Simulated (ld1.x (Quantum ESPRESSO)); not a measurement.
## What the settings do to the TM potential of Eu

Base potential:

- Element: europium (Eu)
- Generator: ld1.x (Quantum ESPRESSO) 7.5
- Type: norm-conserving Troullier–Martins (Kleinman–Bylander form)
- Functional: LDA (PZ)
- Relativity: fully relativistic
- Frozen core: [Xe] 4f6
- Valence charge: 3
- Reference configuration: 5d1 6s1 6p0 (charge +1)
- Partial waves: 6s (bound): rc 3.00 bohr; 5d (bound): rc 2.40 bohr; 5f channel at -0.1 Ry: rc 3.75 bohr; 6p (bound, empty): rc 3.70 bohr
- Local potential: the p channel
- Core correction: none

Open shells are filled in proportion to 2j + 1 (rel_dist='average').

All-electron outer shells of the reference configuration (LDA (PZ), scalar-relativistic, ld1.x):

```csv
shell,level (eV),outermost node (bohr),outermost maximum (bohr)
4f,-14.93,–,0.58
6s,-9.42,1.62,3.22
5d,-8.70,0.81,1.95
6p,-5.85,1.93,4.08
5f,-1.11,1.43,8.75
```

Cutoffs, loose and tight: the cutoffs (Ry, on a coarse ladder) from which the occupation-weighted sum of valence levels, in a spherical-Bessel basis at the reference potential, stays within 10 and 1 mRy of its value at 400 Ry. They do not see the model core or the augmentation charge, which bear on the density cutoff. Test errors are all-electron minus pseudo excitation energies from the reference, over the configurations 5d1 6s2 6p0; 5d1 6s0 6p0; 5d1 6s1.5 6p0; 5d1 6s0 6p2; 5d1.5 6s1.5 6p0; 5d1 6s1 6p1; 5d0 6s2 6p1. A dash means not determined; rows that change the core or the reference have their own tests. The largest error is taken over the tests solved by every variant that gives reliable tests at all: 5d1 6s1.5 6p0; 5d1 6s2 6p0; 5d1.5 6s1.5 6p0.

A true bound ghost makes a file unfit for plane-wave use even where its test errors are small: the radial tests pick states by their node count and pass the ghost by.

| change | outcome | cutoff, loose | cutoff, tight | bound ghosts | largest test error (meV) |
| --- | --- | --- | --- | --- | --- |
| base | generated | 15 Ry | 18 Ry | none | +25 |
| wave 6p (bound): rc 3.70 bohr becomes 6p (bound): rc 2.46 bohr | generated | 15 Ry | 18 Ry | s, p3/2 (extra level of the local part), p1/2 (extra level of the local part) | +22 |
| wave 6p (bound): rc 3.70 bohr becomes 6p (bound): rc 2.76 bohr | generated | 15 Ry | 18 Ry | s, p1/2 (extra level of the local part), p3/2 (extra level of the local part) | +21 |
| wave 6p (bound): rc 3.70 bohr becomes 6p (bound): rc 3.20 bohr | generated | 15 Ry | 18 Ry | s | +14 |
| wave 6p (bound): rc 3.70 bohr becomes 6p (bound): rc 3.64 bohr | generated | 15 Ry | 18 Ry | none | +27 |
| wave 6p (bound): rc 3.70 bohr becomes 6p (bound): rc 4.20 bohr | generated | 15 Ry | 18 Ry | none | +22 |
| wave 6p (bound): rc 3.70 bohr becomes 6p (bound): rc 4.54 bohr | generated | 15 Ry | 18 Ry | none | +22 |
| wave 6p (bound): rc 3.70 bohr becomes 6p (bound): rc 5.10 bohr | generated | 15 Ry | 18 Ry | none | +26 |
| wave 6p (bound): rc 3.70 bohr becomes 6p (bound): rc 5.60 bohr | generated | 15 Ry | 18 Ry | none | +31 |

Reading the sweep of the p radius (base included, trends over the rows without a ghost): The loose cutoff stays near 15 Ry. The median size of the test errors (rows with all tests solved) is not monotonic: lowest 15.5 meV at 4.2 bohr, highest 26.6 meV at 5.6 bohr. Bound ghosts are found at 2.46, 2.76, 3.2 bohr.
